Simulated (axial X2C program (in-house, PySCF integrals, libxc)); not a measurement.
## Curves of ErCN from open-shell CI on f12 s1

Computed with an axial X2C code built on PySCF integrals: two-component X2C with atomic mean-field Coulomb and Gaunt terms, basis Er dyall-v3z, C dyall-v3z, N dyall-av3z (cores contracted in-house). Orbitals come from Hartree–Fock averaged over the configuration Er f12 s1; CI then distributes these electrons over the f, s shells of Er.

Scan along the Er–C bond with CN moving as one mass, its bond held at 1.160 Å; masses Er 165.930 u, C 12.000 u, N 14.003 u. Energies in cm⁻¹ from the lowest point; levels are followed by energy order within each Ω. Lowest level at 2.518 Å: 100% f12 s1.

```tsv
R (Å)	(1)Ω=1/2	(1)Ω=3/2	(1)Ω=5/2	(1)Ω=7/2	(1)Ω=9/2	(2)Ω=1/2	(2)Ω=3/2
2.342	997	1030	1108	1251	1482	1518	1566
2.430	211	246	327	472	700	728	780
2.518	0	37	119	262	483	515	569
2.619	278	315	397	535	745	793	846
2.719	942	979	1058	1190	1388	1457	1509
2.833	2014	2049	2124	2248	2432	2529	2580
2.971	3581	3614	3684	3798	3963	4099	4146
```

(1) Fit the curves (1)Ω=1/2, (1)Ω=3/2, (1)Ω=5/2, (1)Ω=7/2, (1)Ω=9/2, (2)Ω=1/2, (2)Ω=3/2 near their minima.

The 7 lowest curves are shown; the next is (2)Ω=5/2, from 692 cm⁻¹.

Dynamic correlation is missing, so gaps between terms are too wide and other configurations may lie lower; the lowest level listed is that of this model, not necessarily the ground state. At most 4 roots were kept for each Ω > 0 (twice that for Ω = 0) within 2.2 eV of the lowest, so higher up levels can be missing between those listed; levels with Ω > 0 are doubly degenerate and listed once, Ω = 0 levels singly. The molecule was held linear; bending was not examined.

Answers

(1) From the open-shell CI curves, Te from the lowest:

```
   level  Te (cm⁻¹)  Re (Å)  ωe (cm⁻¹)
(1)Ω=1/2          0   2.513      289.5
(1)Ω=3/2         37   2.513      289.3
(1)Ω=5/2        119   2.513      288.7
(1)Ω=7/2        262   2.513      287.7
(1)Ω=9/2        483   2.515      286.1
(2)Ω=1/2        516   2.513      289.7
(2)Ω=3/2        569   2.513      289.3
```

Without dynamic correlation distances can be off by several hundredths of an Å (long for ionic bonds, short for multiple bonds) and the wavenumbers are rough.
